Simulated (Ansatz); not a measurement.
Start from `FB(F)C(F)(F)F` and change one atom or group to get `FC(F)(F)C(Cl)Cl`.

Ansatz, PBE0-D4/def2-TZVP geometries, multiplicity 1. 

```
                                        property  `FB(F)C(F)(F)F`
         HOMO–LUMO gap (ωB97M-V/def2-TZVPP) / eV            14.03
               HOMO energy (PBE/def2-TZVPP) / eV            -8.80
           HOMO energy (ωB97M-V/def2-TZVPP) / eV           -13.05
           HOMO–LUMO gap (B3LYP/def2-TZVPP) / eV             8.96
             HOMO–LUMO gap (PBE/def2-TZVPP) / eV             6.59
size of the dipole moment (B3LYP/def2-TZVPP) / D             0.90
```

**Question.** Give the same properties after the change, and the shifts. (An estimate is asked.)

**Answer.** Computed: 
```json
{"property": "HOMO–LUMO gap (ωB97M-V/def2-TZVPP) / eV", "`FC(F)(F)C(Cl)Cl`": "13.39", "shift": "-0.64"}
{"property": "HOMO energy (PBE/def2-TZVPP) / eV", "`FC(F)(F)C(Cl)Cl`": "-7.81", "shift": "0.99"}
{"property": "HOMO energy (ωB97M-V/def2-TZVPP) / eV", "`FC(F)(F)C(Cl)Cl`": "-11.55", "shift": "1.50"}
{"property": "HOMO–LUMO gap (B3LYP/def2-TZVPP) / eV", "`FC(F)(F)C(Cl)Cl`": "8.30", "shift": "-0.66"}
{"property": "HOMO–LUMO gap (PBE/def2-TZVPP) / eV", "`FC(F)(F)C(Cl)Cl`": "6.29", "shift": "-0.30"}
{"property": "size of the dipole moment (B3LYP/def2-TZVPP) / D", "`FC(F)(F)C(Cl)Cl`": "1.31", "shift": "0.41"}
```

With PBE0 the HOMO rises by 1.38 eV and the LUMO rises by 0.77 eV, so the gap narrows by about 0.61 eV. PBE moves the HOMO by 0.99 eV and ωB97M-V by 1.50 eV. Dipoles are sizes alone; their direction can turn.

B3LYP here is the variant with VWN-RPA as its local correlation; programs differ in this.
